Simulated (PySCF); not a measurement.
Working out the ionisation energy of Sn²⁺

Sn²⁺ [Kr] 4d10 5s2 (1S) → Sn³⁺ [Kr] 4d10 5s1 (2S). All numbers are calculated (PySCF 2.14, scalar relativity by spin-free X2C-1e, in x2c-TZVPPall with one added diffuse shell each of s, p, d, f type (9s7p5d3f, 76 functions)). Frozen: [Ar] 3d10. Energies in hartree (1 hartree = 27.21139 eV):

```tsv
part	Sn²⁺ (lower)	Sn³⁺ (upper)
UHF	-6172.992665	-6171.943761
CCSD correlation	-0.340442	-0.278108
(T)	-0.007192	-0.004193
```

What does Hartree-Fock give?

(-6171.943761) − (-6172.992665) = 1.048904 hartree = 28.542 eV.

What do CCSD and CCSD(T) give?

The CCSD correlation energies differ by 0.062334 hartree = 1.696 eV and the triples by 0.002999 hartree = 0.082 eV, so CCSD gives 30.238 eV and CCSD(T) 30.320 eV.

Measured between the centres of the two terms (NIST): 30.506 eV, so CCSD(T) (valence and next inner shell) is off by -0.186 eV.

What remains against the reference includes basis incompleteness, the frozen core and higher excitations.
